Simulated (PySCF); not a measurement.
Ligands exchanged one at a time, Ga H-Cl. Isolated molecules, 0 K electronic values unless said otherwise. Strings in code marks are SMILES.

The numbers are results of B3LYP-D3(BJ)/def2-TZVP (PySCF), not measurements. B3LYP has the VWN-RPA correlation part, as in Gaussian. 

```tsv
species	S1 oscillator strength	HOMO–LUMO gap (eV)
0 of 3 H replaced by Cl (`[GaH3]`)	–	6.29
1 of 3 H replaced by Cl	0.000	6.08
2 of 3 H replaced by Cl (`[Cl][GaH][Cl]`)	0.000	6.82
3 of 3 H replaced by Cl	___	6.74
```

### Question
Some entries are withheld; supply them.

### Answer

- 3 of 3 H replaced by Cl, S1 oscillator strength: 0.000
